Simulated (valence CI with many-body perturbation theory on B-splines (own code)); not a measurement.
Values are calculated unless marked as measured or tabulated.
## W⁶⁸⁺: magnetic and hyperfine properties of the levels

Method: valence CI with perturbative core correlation (CI+MBPT): four valence electrons over a frozen Dirac-Fock core [He], a basis of 11 s, 11 p, 9 d, 7 f, 5 g, 2 h, 1 i functions for each j, with the one-electron correlation potential Σ1 (screened to all orders), the two-electron term Σ2, the three-electron term Σ3, Breit, model QED; selected single and double excitations, second order for the rest (own B-spline code, finite nucleus).

The last digits are not significant, and no measured levels were compared; by estimate large intervals hold to a few tenths of a per cent, small ones and those within an open d or f shell to about a per cent. Among the levels kept, up to 270 cm⁻¹ of a level comes from second order outside the variational space, and about a tenth of that is noise between levels of different J, which matters for small intervals.

A/g_I is the dipole constant over the nuclear g factor μ/I (μ in nuclear magnetons, uniformly magnetised nucleus), B/Q the quadrupole constant per barn. Both hold the static response of the core; the bare values leave it out. Large factors of s and p1/2 electrons are usually good to 5 to 10 %; those of open d and f shells near neutrality can be off by tens of per cent, and small factors of p3/2, d and f electrons come from cancelling terms and can be off by a factor of two or in sign, in half-filled shells by more. B is blank for J = 1/2, where it vanishes, and for nearly pure S terms. Energies count from the lowest level. Levels with J = 0 are left out.

Levels are named by their leading jj configuration (3d3/2^4 stands for four electrons in 3d with j = 3/2), which in mixed levels can hold well under half, so a name can repeat and another be missing. Letters in brackets count levels of one name in rising energy.

| Level | E (× 10³ cm⁻¹) | g | A/g_I (MHz) | A/g_I bare | B/Q (MHz/b) | B/Q bare |
| --- | --- | --- | --- | --- | --- | --- |
| (2s^2 2p1/2 2p3/2) J=1 | 11384 | 1.468 | -842000 | -812000 | 835000 | 836000 |
| (2s^2 2p1/2 2p3/2) J=2 | 11530 | 1.134 | 2520000 | 2530000 | 1580000 | 1590000 |
| (2s 2p1/2^2 2p3/2) J=2 | 13820 | 1.491 | 6350000 | 6310000 | 1610000 | 1610000 |
| (2s 2p1/2^2 2p3/2) J=1 | 14531 | 1.111 | -4700000 | -4610000 | 936000 | 937000 |
| (2s^2 2p3/2^2) J=2 | 23109 | 1.291 | 851000 | 869000 | 83900 | 84000 |
| (2s 2p1/2 2p3/2^2) J=2 [a] | 24972 | 1.546 | 4500000 | 4480000 | 246000 | 246000 |
| (2s 2p1/2 2p3/2^2) J=3 | 25331 | 1.293 | 5670000 | 5640000 | -3400 | -3440 |
| (2s 2p1/2 2p3/2^2) J=1 [a] | 26023 | 1.298 | -5670000 | -5570000 | -470000 | -471000 |
| (2s 2p1/2 2p3/2^2) J=2 [b] | 26097 | 1.045 | -422000 | -376000 | -171000 | -171000 |
| (2s 2p1/2 2p3/2^2) J=1 [b] | 26133 | 1.293 | 1.46e+07 | 1.44e+07 | 267000 | 268000 |
| (2p1/2^2 2p3/2^2) J=2 | 28675 | 1.304 | 796000 | 833000 | 80100 | 80200 |
| (2s 2p3/2^3) J=2 | 37190 | 1.434 | 6430000 | 6390000 | -1700000 | -1700000 |
| (2s 2p3/2^3) J=1 | 37887 | 1.154 | -4760000 | -4670000 | -731000 | -733000 |
| (2p1/2 2p3/2^3) J=1 | 40189 | 1.468 | -899000 | -841000 | -830000 | -831000 |
| (2p1/2 2p3/2^3) J=2 | 40338 | 1.121 | 2510000 | 2530000 | -1740000 | -1750000 |
| (2s^2 2p1/2 3s) J=1 | 83969 | 1.300 | 7180000 | 7130000 | -14800 | -14800 |
| (2s^2 2p1/2 3p1/2) J=1 | 84656 | 0.632 | 4970000 | 4950000 | -3560 | -3570 |
| (2s 2p1/2^2 3s) J=1 | 86165 | 2.000 | 1.48e+07 | 1.46e+07 | 7040 | 7050 |
| (2s 2p1/2^2 3p1/2) J=1 | 86950 | 1.337 | 1.26e+07 | 1.25e+07 | -6220 | -6230 |
| (2s^2 2p1/2 3p3/2) J=2 | 88205 | 1.144 | 2100000 | 2090000 | 495000 | 496000 |
| (2s^2 2p1/2 3p3/2) J=1 | 88214 | 1.497 | -1480000 | -1470000 | 248000 | 248000 |
| (2s^2 2p1/2 3d3/2) J=2 | 88732 | 0.741 | 2030000 | 2020000 | 102000 | 102000 |
| (2s^2 2p1/2 3d3/2) J=1 | 88946 | 0.826 | -1690000 | -1680000 | 42800 | 43200 |
| (2s^2 2p1/2 3d5/2) J=2 | 89733 | 1.283 | -1070000 | -1070000 | 96700 | 97300 |
| (2s^2 2p1/2 3d5/2) J=3 | 89768 | 1.092 | 1320000 | 1320000 | 92900 | 93800 |
| (2s 2p1/2^2 3p3/2) J=2 | 90455 | 1.493 | 5820000 | 5770000 | 482000 | 482000 |
| (2s 2p1/2^2 3p3/2) J=1 | 90496 | 1.138 | -5460000 | -5390000 | 254000 | 254000 |
| (2s 2p1/2^2 3d3/2) J=1 | 90976 | 0.470 | -5600000 | -5540000 | 43600 | 43900 |
| (2s 2p1/2^2 3d3/2) J=2 | 91024 | 1.107 | 5800000 | 5740000 | 84300 | 85000 |
| (2s 2p1/2^2 3d5/2) J=3 | 91950 | 1.327 | 3900000 | 3860000 | 86000 | 86800 |
| (2s 2p1/2^2 3d5/2) J=2 | 92093 | 1.032 | -3700000 | -3660000 | 71600 | 72300 |

Problem. Take the isotope of mass number 183, with I = 1/2, μ = 0.11739 μN. What is the hyperfine structure of (2s 2p1/2 2p3/2^2) J=2 [a]?

Solution. From the table A = 1060000 MHz. Shifts from the centre of gravity in MHz: F = 3/2: -1590000, F = 5/2: 1060000.
